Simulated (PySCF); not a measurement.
C5H7O, multiplicity 2. Atoms are numbered in the order given.

```xyz
13

O     -1.8523    -0.6245     0.9145
C     -0.7896    -0.2953     0.3789
C      0.4789    -1.0021     0.4530
C      1.5250    -0.3281    -0.3593
C      0.9528     1.0944    -0.6114
C     -0.5740     0.9256    -0.5377
H      0.5979    -1.9502     0.9984
H      2.5280    -0.3301     0.1204
H      1.6677    -0.8777    -1.3246
H      1.2934     1.7668     0.2031
H      1.3076     1.5324    -1.5643
H     -1.0107     0.6806    -1.5319
H     -1.1246     1.8079    -0.1575
```
Charge 0, spin multiplicity 2.

Coordinates come from a PBE-D3(BJ)/def2-SVP optimisation. The isomer is the one that the SMILES or the coordinates give; other isomers of the formula were not compared. The values are those of a single conformer.

The numbers are results of PBE-D3(BJ)/def2-SVP (PySCF), not measurements.

Frequencies are harmonic and unscaled.

List the normal modes with their intensities. (The exact figures need the calculation; the answer reports its results.)


```
mode  ν (cm⁻¹)  IR (km/mol)  moving atoms (share of kinetic energy)
----  --------  -----------  --------------------------------------
1          145          2.4                  C 41 %, H 40 %, O 20 %
2          190          0.5                          H 48 %, C 45 %
3          444          5.3                  O 42 %, C 41 %, H 17 %
4          463          1.8                  H 51 %, C 39 %, O 10 %
5          578          4.1                  C 55 %, H 34 %, O 12 %
6          609          8.6                  C 42 %, H 41 %, O 17 %
7          670          7.1                  H 55 %, C 36 %, O 10 %
8          773         12.4                          C 58 %, H 41 %
9          824          0.9                          C 50 %, H 48 %
10         845          2.5                          C 61 %, H 37 %
11         890          2.3                          C 67 %, H 33 %
12         930          0.7                          H 64 %, C 36 %
13         954         11.8                          H 61 %, C 39 %
14        1013          1.0                          H 66 %, C 34 %
15        1060          3.1                          H 80 %, C 19 %
16        1150         27.3                          C 57 %, H 42 %
17        1160          0.2                          H 69 %, C 31 %
18        1167          3.8                          H 64 %, C 36 %
19        1239         12.0                          H 60 %, C 40 %
20        1258          4.7                          H 62 %, C 38 %
21        1296          7.0                          C 52 %, H 48 %
22        1311         10.9                          C 66 %, H 32 %
23        1360         15.3                                  H 93 %
24        1380          5.2                           H 92 %, C 8 %
25        1421          4.6                           H 91 %, C 9 %
26        1641        119.6                          C 64 %, O 35 %
27        2891         10.5                                  H 93 %
28        2973         10.9                                  H 94 %
29        2989          8.1                                  H 93 %
30        3000         25.4                                  H 94 %
31        3053          8.5                           H 91 %, C 9 %
32        3059         13.9                           H 91 %, C 9 %
33        3146          4.0                           H 92 %, C 8 %
```
